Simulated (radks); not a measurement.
Values are calculated unless marked as measured or tabulated.
Problem. These are the eigenvalues of the occupied orbitals of an atom or ion with whole-number occupations (eV). Code: a radial shooting solver on a logarithmic mesh with Libxc functionals. Model: Dirac Kohn-Sham, LDA (Slater exchange, Perdew-Wang correlation), spin-unpolarised, spherical densities, finite nucleus; Fermi nuclear charge, rms radius of each element as measured or else 0.836 A^(1/3) + 0.57 fm.

1s1/2: -80609.28
2s1/2: -14266.18
2p1/2: -13692.03
2p3/2: -11858.46
3s1/2: -3414.688
3p1/2: -3154.799
3p3/2: -2750.265
3d3/2: -2315.349
3d5/2: -2228.315
4s1/2: -789.6039
4p1/2: -678.5678
4p3/2: -581.2667
4d3/2: -398.7255
4d5/2: -380.5865
5s1/2: -168.4720
4f5/2: -146.0470
4f7/2: -142.2071
5p1/2: -131.5165
5p3/2: -113.7696
5d3/2: -62.0328
5d5/2: -59.8384
6p1/2: -38.2558

Which element is it, and in what charge state? The configuration may be excited. Open shells, if any, fill j = l - 1/2 first.

Solution. Z = 79, gold, charge +4: Au4+ in [Kr] 4d10 4f14 5s1 5p6 5d7 6p1. The list shows which subshells hold electrons but not how many an open one holds; the 1s level, -2962.3 hartree, gives Z - s = 77.0 by -(Z - s)^2/2, which with screening and relativity narrows Z to a few neighbours, and the depths of the outer levels then fix element, charge and occupations together.
